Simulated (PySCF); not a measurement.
C2H8F3GeNSi.
Z-matrix (Å and degrees, PBE0-D3(BJ)/def2-SVP geometry), rows numbered from 1:
```
F 
C   1  1.3363
F   2  1.3346  1  107.85
F   2  1.3398  1  107.33  3  -115.80
C   2  1.5157  1  111.56  3   122.00
N   5  1.4396  2  113.81  1    58.01
Si  6  1.7511  5  119.56  2   -86.67
Ge  6  1.8591  5  117.94  2    82.08
H   5  1.1043  2  106.50  1   -65.01
H   5  1.1042  2  106.33  1  -178.60
H   7  1.4950  6  107.21  5   -32.61
H   7  1.4936  6  107.82  5  -152.02
H   7  1.4959  6  114.93  5    87.96
H   8  1.5397  6  112.49  5   -87.53
H   8  1.5389  6  105.62  5    32.71
H   8  1.5373  6  106.68  5   152.11
```

Level of theory: PySCF, TDDFT CAM-B3LYP/def2-SVPD, vertical, gas phase, core orbitals frozen in the response. The CAM-B3LYP/def2-SVPD calculation is non-relativistic and has no spin–orbit coupling, an omission that weighs most on germanium.

Kohn–Sham orbitals with the atoms that hold most of them (Löwdin shares over 4%, at most four atoms; ? is withheld):

```json
{"orbital": "LUMO+2", "ε (eV)": "1.45", "atoms": "Si7 26%, Ge8 19%, H12 9%, H13 6%"}
{"orbital": "LUMO+1", "ε (eV)": "0.86", "atoms": "Ge8 38%, H16 10%, H14 10%, Si7 10%"}
{"orbital": "LUMO", "ε (eV)": "?", "atoms": "Ge8 32%, Si7 17%, H15 7%, H16 6%"}
{"orbital": "HOMO", "ε (eV)": "-8.71", "atoms": "?"}
{"orbital": "HOMO-1", "ε (eV)": "-10.93", "atoms": "?"}
{"orbital": "HOMO-2", "ε (eV)": "-11.07", "atoms": "Si7 21%, Ge8 19%, H13 11%, N6 10%"}
{"orbital": "HOMO-3", "ε (eV)": "-11.33", "atoms": "Ge8 21%, N6 18%, C5 14%, H16 8%"}
```

**Question.** Give the leading atoms of the HOMO.

**Answer.** N6 (bonded to C, Ge and Si) 52%; Si7 (bonded to N and 3 H) 9%; C5 (bonded to C, N and 2 H) 7%; Ge8 (bonded to N and 3 H) 7%.

**Question.** Which atoms hold the HOMO-1, and with what shares?

**Answer.** Si7 (bonded to N and 3 H) 23%; Ge8 (bonded to N and 3 H) 18%; H11 (bonded to Si) 13%; H12 (bonded to Si) 13%. By element: hydrogen 25% or more, silicon 23%, germanium 18%.

**Question.** What is the LUMO energy, and the HOMO–LUMO gap?

**Answer.** ε(LUMO) = 0.74 eV; the gap is 9.45 eV (0.3473 hartree).

**Question.** The HOMO–LUMO gap is 9.45 eV. Where does the response calculation put the lowest singlet, and from which orbitals?

**Answer.** S1 is at 6.19 eV (f = 0.0002), 3.26 eV below the gap, made of HOMO→LUMO (55%), HOMO→LUMO+1 (40%). Without the coupling terms of the response equations the lowest excitation would equal the gap.

Next come S2 at 6.81 eV (f 0.033), HOMO→LUMO+1 (45%), HOMO→LUMO (32%), HOMO→LUMO+2 (10%); S3 at 6.96 eV (f 0.015), HOMO→LUMO+2 (52%), HOMO→LUMO+3 (21%), HOMO→LUMO (9%); S4 at 7.39 eV (f 0.010), HOMO→LUMO+3 (43%), HOMO→LUMO+5 (30%), HOMO→LUMO+2 (13%); S5 at 7.69 eV (f 0.0068), HOMO→LUMO+4 (39%), HOMO→LUMO+5 (31%), HOMO→LUMO+6 (8%).

Löwdin shares depend on the basis, the more so with diffuse functions.

Time: 3.1 min wall (with the writing of density and orbital grids); peak memory 1.6 GiB. Hardware: an Arm Neoverse V2 with one thread, shared host.

One conformer stands for the species.

Without π bonds the low states are Rydberg-like; a valence basis with one diffuse set may place them up to an eV too high.
